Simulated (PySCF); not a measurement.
**Levels of Ti⁹⁺ from EOM-EA-GCCSD**

Reference: closed-shell Ti¹⁰⁺, [Ne] 3s2; one electron is added. Calculated with PySCF 2.14, two-component X2C-1e with screened spin-orbit coupling, an even-tempered Gaussian basis (19 s from 0.19 bohr⁻², ratio 2.6; 13 p from 0.25 bohr⁻², ratio 2.6; 7 d from 0.25 bohr⁻², ratio 2.8; 4 f from 5 bohr⁻², ratio 2.8); frozen 1s2; the 50 highest virtual spinors dropped; of the others 56 kept and the rest restored at second order. No Breit or QED terms. Binding energies in eV.

```csv
level,Koopmans,second order,EOM-CCSD
3p1/2,215.45,216.86,216.77
3p3/2,214.46,215.87,215.80
3d3/2,174.23,near a pole,173.04
3d5/2,174.14,near a pole,172.98
4s1/2,116.84,117.93,118.01
```

In EOM-CCSD the overlap with the one-orbital guess is low for 3d3/2 (weight 0.83), 3d5/2 (weight 0.82). That can mean mixing with two-particle, one-hole states, where second order and EOM-CCSD lose accuracy, or only a rotation among the degenerate components of the shell; the terms of those configurations are not listed.

For comparison, the ionisation energy of Ti⁹⁺ is 215.92 ± 0.12 eV (measured; NIST Atomic Spectra Database, ionization energies).

Only part of the computed levels is shown.

The screened spin-orbit operator tends to give fine-structure splittings of light species too large.
